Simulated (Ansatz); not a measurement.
Program: Ansatz. Geometries: PBE0-D4/def2-TZVP. ΔE: electronic, gas phase. CCSD(T)/CBS adds triple-zeta CCSD(T) − MP2 to the extrapolated MP2 energy (def2 sets, frozen cores). DFT in def2-TZVPP. B3LYP here is the variant with VWN-RPA as its local correlation; programs differ in this. One conformer a species, not always the lowest.

Consider the formal exchange of groups at the Si–Si bond: `CO[SiH2][SiH2]Cl` + `C=[CH][AlH2]` → `C=[CH][AlH][SiH2]Cl` + `CO[SiH3]`.

(1) Is it downhill or uphill in electronic energy at CCSD(T)/CBS, and by how much? (Best estimate.)

(2) What do these levels give: PBE-D4, B3LYP-D4, ωB97X-V, PBE, B3LYP, CCSD/def2-TZVPP, CCSD(T)/def2-TZVPP, MP2/def2-QZVPP, SCS-MP2/def2-QZVPP, HF/CBS(def2), MP2/CBS(def2), CCSD/CBS(def2)? (Best estimate.)

Largest T1 diagnostic among the species: 0.011.

Results:

(1) The calculation gave: Downhill: ΔE = -11.1 kJ/mol.

(2) Computed: PBE-D4 -11.3, B3LYP-D4 -9.7, ωB97X-V -8.4, PBE -11.3, B3LYP -9.6, CCSD/def2-TZVPP -11.6, CCSD(T)/def2-TZVPP -12.2, MP2/def2-QZVPP -10.3, SCS-MP2/def2-QZVPP -10.1, HF/CBS(def2) -8.5, MP2/CBS(def2) -9.9, CCSD/CBS(def2) -10.5 kJ/mol.
